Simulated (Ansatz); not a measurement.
Consider the ligand exchange at a V–Cl bond: `[NH]=[V]([NH2])([Cl])[Cl]` + NH₃ → `[NH]=[V]([NH2])([NH2])[Cl]` + HCl.

Program: Ansatz. Geometries: PBE0-D4/def2-TZVP. ΔE: electronic, gas phase. CCSD(T)/CBS adds triple-zeta CCSD(T) − MP2 to the extrapolated MP2 energy (def2 sets, frozen cores). This one scheme is used for every species. DFT in def2-TZVPP. For V outer-core shells are correlated without core-valence functions, which leaves a few kJ/mol of doubt a bond. Scalar relativity is left out up to krypton. Each species was taken in one conformer, which may not be the lowest.

```tsv
level	ΔE (kJ/mol)	difference from CCSD(T)/CBS
LDA (SPW92)	69.7	-4.2
PBE-D4	75.5	1.6
revPBE-D4	74.5	0.6
BLYP-D4	74.1	0.2
r2SCAN-D4	78.7	4.8
B97M-V	81.9	8.0
PBE0-D4	76.5	2.6
r2SCANh-D4	78.6	4.7
CAM-B3LYP-D4	71.0	-2.9
revPBE	77.5	3.6
CAM-B3LYP	71.1	-2.8
CCSD(T)/def2-SVP	74.1	0.2
HF/def2-TZVPP	77.4	3.5
CCSD/def2-TZVPP	72.2	-1.7
HF/def2-QZVPP	77.7	3.8
SCS-MP2/def2-QZVPP	94.5	20.6
CCSD(T)/CBS	73.9	0
```

Largest T1 diagnostic among the species: 0.031, so the coupled-cluster value is less sure than usual.

Leaving LDA and LC-ωPBE aside and taking each functional with its dispersion term where it has one, the values, not all of them listed here, spread over 15.3 kJ/mol, from CAM-B3LYP-D4 to PBE-QIDH. LDA lies −6.2 kJ/mol from PBE without D4.
